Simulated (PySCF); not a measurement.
Some computed properties have been withheld. Give your best values.

Compound: 2-bromo-1-chloropropane, C3H6BrCl.
SMILES: `C([C@@H](C)Br)Cl`

Conformer (atom-mapped SMILES and torsion angles): `[CH3:1][C@@H:2]([Br:3])[CH2:4][Cl:5]`: C1–C2–C4–Cl5 64°.

```json
{"property": "point group", "level": "PBE0-D3(BJ)/def2-SVP", "value": "?"}
{"property": "rotational constants A, B, C", "level": "PBE0-D3(BJ)/def2-SVP", "value": "?"}
{"property": "dipole moment", "level": "PBE0/def2-SVPD", "value": "?"}
{"property": "HOMO energy", "level": "PBE0/def2-SVPD", "value": "?"}
{"property": "LUMO energy", "level": "PBE0/def2-SVPD", "value": "-0.62 eV"}
{"property": "lowest singlet excitation", "level": "TDDFT PBE0/def2-SVPD", "value": "?"}
{"property": "strongest line among the 6 lowest singlet transitions", "level": "TDDFT PBE0/def2-SVPD", "value": "?"}
{"property": "static isotropic polarisability", "level": "PBE0/def2-SVPD", "value": "?"}
{"property": "electronic spatial extent ⟨r²⟩ about the centre of nuclear charge", "level": "PBE0/def2-SVPD", "value": "1161 bohr²"}
```

Electronic properties: PySCF, gas phase, density fitting. Relativistic effects, spin–orbit coupling among them, are left out although an element past zinc is present.

Problem. Give the HOMO energy.

Solution. -8.22 eV.

Problem. The rotational constants A, B, C?

Solution. 6.436, 0.971, 0.870 GHz.

Problem. What is the point group?

Solution. C1.

Problem. The lowest singlet excitation?

Solution. 6.04 eV (205 nm, f = 0.000).

Problem. What is the strongest line among the 6 lowest singlet transitions?

Solution. S6 at 7.46 eV (166 nm, f = 0.048).

Problem. The static isotropic polarisability?

Solution. 75.2 au.

Problem. The dipole moment?

Solution. 0.56 D.

A dipole of 0.56 D is allowed in C1, and pure rotational transitions are dipole-allowed. No computed singlet falls in the visible range (750 to 380 nm, 1.65 to 3.26 eV); S1 lies 2.78 eV above its blue end. The 6 singlets span 6.04 to 7.46 eV, and their oscillator strengths add up to 0.12. The polarisability is 11.14 Å³ as a volume (1 au = 0.148185 Å³), or 0.99 au for each of the 76 electrons.

For the geometry optimisation (PBE0-D3(BJ)/def2-SVP), the run took 24 s of wall time on one thread of an AMD EPYC 7R43, no GPU, shared host, and the process peaked at 0.49 GiB of memory.

One conformer stands for the species.
